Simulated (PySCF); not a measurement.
fluoroethane (C$_{2}$H$_{5}$F), singlet, geometry from GFN2-xTB. Base run: PBE0/6-31G (PySCF).

PySCF was given this input:
```python
from pyscf import gto, scf, dft, solvent

mol = gto.Mole()
mol.atom = '''
    C     1.18325814   -0.13796131    0.24648397
    C    -0.31033671   -0.40122730    0.21979882
    F    -0.95478815    0.57674592   -0.50155248
    H     1.67852231   -0.91696751    0.81868285
    H     1.58089564   -0.13113502   -0.76533022
    H     1.38589035    0.82600385    0.70652908
    H    -0.74383273   -0.38101401    1.22513397
    H    -0.54591072   -1.35246895   -0.26874016
'''
mol.basis = '6-31g'
mol.verbose = 3
mol.build()

mf = dft.RKS(mol)
mf.xc = 'pbe0'
mf.kernel()
```

The base run was repeated with changes; each row names its change, and settings that it needs were set with it.

```csv
change,ΔE vs base (kJ/mol),dipole (D),HOMO-LUMO gap (eV)
base,0.00,2.04,12.11
model = IEF-PCM; solvent = dimethylsulfoxide; lebedev_order = 11,-12.06,2.38,12.37
model = SS(V)PE; solvent = dimethylsulfoxide,-12.06,2.38,12.38
model = IEF-PCM; solvent = dimethylsulfoxide; vdw_scale = 1.4,…,2.29,…
model = C-PCM; solvent = dimethylsulfoxide,-12.28,2.39,12.38
model = COSMO; solvent = dimethylsulfoxide,-12.14,2.39,12.38
model = IEF-PCM; solvent = dimethylsulfoxide; vdw_scale = 1.0,…,…,…
model = IEF-PCM; solvent = chloroform,-8.95,2.29,12.32
model = IEF-PCM; solvent = dimethylsulfoxide; lebedev_order = 41,-12.19,2.39,12.38
model = IEF-PCM; solvent = methanol,-12.01,2.39,12.38
model = IEF-PCM; solvent = acetonitrile,-12.06,2.39,12.38
model = IEF-PCM; solvent = dimethylsulfoxide; vdw_scale = 1.1,…,…,…
```

Q: What belongs in the gaps?

A: 
- model = IEF-PCM; solvent = dimethylsulfoxide; vdw_scale = 1.4, ΔE vs base (kJ/mol): -7.39
- model = IEF-PCM; solvent = dimethylsulfoxide; vdw_scale = 1.4, HOMO-LUMO gap (eV): 12.31
- model = IEF-PCM; solvent = dimethylsulfoxide; vdw_scale = 1.0, ΔE vs base (kJ/mol): -22.63
- model = IEF-PCM; solvent = dimethylsulfoxide; vdw_scale = 1.0, dipole (D): 2.55
- model = IEF-PCM; solvent = dimethylsulfoxide; vdw_scale = 1.0, HOMO-LUMO gap (eV): 12.48
- model = IEF-PCM; solvent = dimethylsulfoxide; vdw_scale = 1.1, ΔE vs base (kJ/mol): -16.35
- model = IEF-PCM; solvent = dimethylsulfoxide; vdw_scale = 1.1, dipole (D): 2.46
- model = IEF-PCM; solvent = dimethylsulfoxide; vdw_scale = 1.1, HOMO-LUMO gap (eV): 12.43

The base is the gas phase, so ΔE is the electrostatic part of solvation at a fixed geometry, without cavity and dispersion terms.
